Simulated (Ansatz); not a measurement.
Consider the substitution at a C–C bond: `C=CCCCC` + `[SeH][SnH3]` → `C[Se][SnH3]` + `C=CCCC`.

Isolated molecules relaxed with PBE0-D4/def2-TZVP in Ansatz; ΔE leaves out vibrations. CBS: MP2 limit from def2 TZ/QZ plus the TZ coupled-cluster correction, frozen cores. Functionals use def2-TZVPP. B3LYP here is the variant with VWN-RPA as its local correlation; programs differ in this. Elements past krypton have def2 core potentials. For Se, Sn outer-core shells are correlated without core-valence functions, which leaves a few kJ/mol of doubt a bond. Scalar relativity is left out up to krypton. One conformer a species, not always the lowest.

| level | ΔE (kcal/mol) | difference from CCSD(T)/CBS |
| --- | --- | --- |
| PBE-D4 | 1.3 | -0.5 |
| r2SCAN-D4 | 1.8 | 0.0 |
| PBE0-D4 | 2.0 | 0.2 |
| B3LYP-D4 | 1.4 | -0.4 |
| ωB97X-V | 2.4 | 0.6 |
| ωB97M-V | 2.4 | 0.6 |
| B2PLYP | 1.0 | -0.8 |
| PBE | 0.7 | -1.1 |
| r2SCAN | 1.5 | -0.3 |
| PBE0 | 1.5 | -0.3 |
| B3LYP | 0.6 | -1.2 |
| HF/def2-TZVPP | 1.5 | -0.3 |
| MP2/def2-TZVPP | 1.5 | -0.3 |
| SCS-MP2/def2-TZVPP | 1.3 | -0.5 |
| CCSD/def2-TZVPP | 2.1 | 0.3 |
| CCSD(T)/def2-TZVPP | 2.0 | 0.2 |
| HF/def2-QZVPP | 1.5 | -0.3 |
| MP2/def2-QZVPP | 1.4 | -0.4 |
| SCS-MP2/def2-QZVPP | 1.2 | -0.6 |
| HF/CBS(def2) | 1.5 | -0.3 |
| MP2/CBS(def2) | 1.3 | -0.5 |
| CCSD/CBS(def2) | 2.0 | 0.2 |
| CCSD(T)/CBS | 1.8 | 0 |

Largest T1 diagnostic among the species: 0.011.

The D4 term adds +0.8 kcal/mol with B3LYP and +0.5 kcal/mol with PBE0; it sums over pairs of atoms, weighted by their polarisabilities, and B3LYP, whose exchange is more repulsive, gets the larger term. From PBE to PBE0 (25 % exact exchange), in def2-TZVPP and without D4, ΔE moves by +0.8 kcal/mol.
